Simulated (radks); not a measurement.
Ir0.5-, 77.5 electrons, occupied as [Xe] 4f14 5d5.5 6s2 6p2 (fractional occupations, a model configuration). Method: scalar-relativistic Kohn-Sham, PBE, spin-unpolarised, spherical densities, point nucleus; computed with a radial shooting solver on a logarithmic mesh with Libxc functionals.

Local quantities along the radius. ELF = 1/(1 + alpha^2) is the electron localisation function; alpha = (tau - tau_W)/tau_unif compares the Pauli kinetic energy density with that of the uniform gas. tau is taken from the large components.

r (bohr)	ELF	alpha
0.0007646	1.000	0.02183
0.001053	0.999	0.02313
0.00145	0.999	0.02537
0.001981	0.999	0.02898
0.002728	0.999	0.03516
0.003757	0.998	0.04595
0.005173	0.996	0.06613
0.007124	0.989	0.1077
0.009733	0.962	0.2001
0.0134	0.840	0.4369
0.01846	0.516	0.9694
0.02542	0.332	1.420
0.03501	0.508	0.9845
0.04782	0.728	0.6108
0.06586	0.651	0.7322
0.0907	0.356	1.345
0.1249	0.538	0.9268
0.172	0.715	0.6320
0.235	0.351	1.360
0.3236	0.465	1.072
0.4457	0.713	0.6337
0.6137	0.461	1.081
0.8452	0.386	1.262
1.164	0.598	0.8206
1.59	0.394	1.240
2.19	0.306	1.505
3.016	0.453	1.099
4.153	0.401	1.222
5.719	0.216	1.908
7.813	0.082	3.345
10.76	0.014	8.355
14.82	0.001	35.46

On this mesh the ELF has minima near r = 0.025, 0.091, 0.28, 0.72, 1.9 bohr, which separate the shells, and maxima near 0.056 (0.74), 0.17 (0.71), 0.45 (0.71), 1.2 (0.60), 3.5 (0.46).
